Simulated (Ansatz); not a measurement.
The input (input.yaml):

```yaml
crystal:
  periodic: [false, false, false]
  atoms:
    - { symbol: Sn, position_ang: [0.042285, -0.030521, -0.272017] }
    - { symbol: H, position_ang: [-0.000378, -0.131391, 2.668493] }
    - { symbol: H, position_ang: [1.655887, 0.006343, -0.895127] }
    - { symbol: C, position_ang: [-1.02253, 1.779849, -0.8304] }
    - { symbol: H, position_ang: [-2.093925, 1.55419, -0.930557] }
    - { symbol: H, position_ang: [-0.887603, 2.557766, -0.065434] }
    - { symbol: H, position_ang: [-0.628271, 2.143417, -1.791811] }
    - { symbol: H, position_ang: [-0.74223, -1.410635, -0.956176] }
    - { symbol: "N", position_ang: [-0.281543, 0.154611, 3.62989] }
    - { symbol: H, position_ang: [-0.351567, -0.726637, 4.147016] }
    - { symbol: H, position_ang: [0.556675, 0.608508, 4.003123] }
magnetization:
  spin_polarized: true
  initial_magnetization: 1
basis:
  gaussian: { orbitals: def2-SVP }
hamiltonian:
  xc: r2scan
relax:
  f_tol: 0.03
  max_steps: 50
```

Launched with:

```bash
$ ansatz run input.yaml --threads 4 --pin off --max-ram 5120MiB --backend cpu --events-out ev --progress --plain --runs-dir out
```

Hardware: 4 threads of Arm Neoverse V2 (shared host).

Q: Roughly how long does this run take, and how much memory?

A: 53 s, with a peak of 0.22 GiB, for 22 ionic steps.
